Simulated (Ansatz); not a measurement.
`[SiH3][O][In]([SH])[O][SiH3]` + `N[SiH](N)Cl` → `N[SiH](Cl)N[SiH3]` + `[OH][In]([SH])[O][SiH3]`  (ligand exchange at the Si–O bond)

Isolated molecules relaxed with PBE0-D4/def2-TZVP in Ansatz; ΔE leaves out vibrations. CCSD(T)/CBS is the MP2 limit (def2-TZVPP, def2-QZVPP) plus CCSD(T) − MP2 in def2-TZVPP, frozen cores. Functionals use def2-TZVPP. Elements past krypton have def2 core potentials. For In outer-core shells are correlated without core-valence functions, which leaves a few kJ/mol of doubt a bond. One conformer a species, not always the lowest.

`[SiH3][O][In]([SH])[O][SiH3]`:

Cartesian coordinates in Å:
```
Si -1.422 -1.850 -0.568
O -1.272 -1.070 0.859
In -0.312 0.502 1.535
S -0.626 1.365 3.690
O 0.955 1.332 0.278
Si 1.559 0.998 -1.201
H -2.751 -2.517 -0.615
H -1.325 -0.903 -1.716
H -0.360 -2.881 -0.728
H 0.276 2.340 3.477
H 2.915 1.597 -1.316
H 0.693 1.561 -2.273
H 1.670 -0.474 -1.422
```

`N[SiH](N)Cl`:

```xyz
9

N    -1.211   -0.647   -0.466
Si    0.083    0.436   -0.267
N     0.924   -0.010    1.137
Cl    1.121    0.302   -2.057
H    -1.604   -0.827   -1.374
H    -1.862   -0.818    0.282
H    -0.212    1.880   -0.118
H     1.537    0.646    1.592
H     1.226   -0.962    1.272
```

`N[SiH](Cl)N[SiH3]`:

Cartesian coordinates in Å:
```
N -0.308 -1.770 -1.490
Si -0.405 -1.043 0.042
Cl -2.232 -0.195 0.532
N 0.686 0.265 0.120
Si 0.497 1.832 0.841
H -0.415 -1.223 -2.329
H -0.636 -2.714 -1.619
H -0.205 -2.129 1.026
H 1.600 0.079 -0.268
H -0.437 2.699 0.078
H 0.011 1.739 2.240
H 1.845 2.459 0.829
```

`[OH][In]([SH])[O][SiH3]`:

```xyz
10

O     2.035   -2.394    0.722
In    0.469   -1.412    0.059
S    -1.420   -2.322   -1.003
O     0.604    0.541    0.370
Si   -0.358    1.814    0.048
H     2.674   -1.795    1.118
H    -1.977   -1.104   -1.131
H     0.334    2.784   -0.844
H    -0.749    2.510    1.303
H    -1.614    1.378   -0.642
```

CCSD(T)/CBS gives +47.7 kJ/mol.

Task: Another level gave +49.5 kJ/mol. Which?
A. B2PLYP/def2-TZVPP
B. PBE-D4/def2-TZVPP
C. HF/def2-TZVPP
D. PBE0-D4/def2-TZVPP

Result: A. B2PLYP 49.5, PBE0-D4 42.6, PBE-D4 37.2, HF/def2-TZVPP 65.2 kJ/mol.

Largest T1 diagnostic among the species: 0.016.

In def2-TZVPP, CCSD(T) changes the Hartree–Fock value by −16.9 kJ/mol (the triples alone add −2.6 kJ/mol) and MP2 by −18.0 kJ/mol. From PBE to PBE0 (25 % exact exchange), in def2-TZVPP and without D4, ΔE moves by +5.0 kJ/mol.
